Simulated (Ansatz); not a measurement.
Cs₈F₈ (relaxed from a model of 2x2x4 CsF rock-salt block, whose bonding it doesn't keep). Charge 0, multiplicity 1. Geometry r2SCAN-D4/def2-SVP.

| atom | x (Å) | y (Å) | z (Å) |
| --- | --- | --- | --- |
| Cs1 | -2.5504 | -4.0106 | -0.4565 |
| F2 | -1.9407 | -1.3652 | 0.2728 |
| Cs3 | -1.8029 | 1.3779 | 1.2251 |
| F4 | -1.0267 | 4.0052 | 1.8807 |
| F5 | -1.2209 | -3.3921 | -2.7632 |
| Cs6 | -0.9617 | -0.6242 | -2.3104 |
| F7 | -0.4390 | 2.0141 | -1.2070 |
| Cs8 | -0.1122 | 4.7370 | -0.5891 |
| F9 | 0.0144 | -4.5303 | 0.3330 |
| Cs10 | 0.5583 | -2.0241 | 1.4979 |
| F11 | 0.8688 | 0.8086 | 2.0727 |
| Cs12 | 1.3498 | 3.3878 | 3.0818 |
| Cs13 | 1.3131 | -4.1143 | -2.0359 |
| F14 | 1.5107 | -1.4576 | -1.1388 |
| Cs15 | 2.2060 | 1.2702 | -0.4129 |
| F16 | 2.2335 | 3.9174 | 0.5499 |

In the def2 sets Cs takes a core potential; there is no spin–orbit coupling.

(1) Estimate the orbital energies around the gap (eV) in Ansatz with LDA (SPW92)/def2-TZVP, PBE-D4/def2-SVP, PBE-D4/def2-TZVP, r2SCAN-D4/def2-TZVP, PBE0-D4/def2-TZVP.

Results:

(1) 
```
orbital  LDA (SPW92)/def2-TZVP  PBE-D4/def2-SVP  PBE-D4/def2-TZVP  r2SCAN-D4/def2-TZVP  PBE0-D4/def2-TZVP
HOMO−13                  -6.01            -5.36             -5.65                -5.94              -7.40
HOMO−12                  -6.00            -5.35             -5.65                -5.94              -7.39
HOMO−11                  -5.72            -5.05             -5.37                -5.63              -7.10
HOMO−10                  -5.72            -5.05             -5.37                -5.63              -7.10
 HOMO−9                  -5.70            -5.04             -5.36                -5.63              -7.10
 HOMO−8                  -5.70            -5.04             -5.36                -5.63              -7.10
 HOMO−7                  -5.68            -5.03             -5.33                -5.61              -7.09
 HOMO−6                  -5.68            -5.01             -5.33                -5.61              -7.09
 HOMO−5                  -5.67            -4.99             -5.33                -5.61              -7.07
 HOMO−4                  -5.67            -4.99             -5.33                -5.61              -7.06
 HOMO−3                  -5.61            -4.94             -5.27                -5.54              -7.01
 HOMO−2                  -5.57            -4.92             -5.24                -5.51              -6.97
 HOMO−1                  -5.57            -4.90             -5.23                -5.51              -6.97
   HOMO                  -5.55            -4.90             -5.22                -5.50              -6.93
   LUMO                  -0.83            -0.83             -0.76                -0.23              -0.31
 LUMO+1                  -0.52            -0.57             -0.50                 0.00              -0.11
 LUMO+2                  -0.33            -0.44             -0.35                 0.07              -0.02
 LUMO+3                  -0.33            -0.44             -0.35                 0.07              -0.02
 LUMO+4                  -0.09            -0.18             -0.09                 0.31               0.23
 LUMO+5                  -0.02            -0.12             -0.03                 0.35               0.27
```
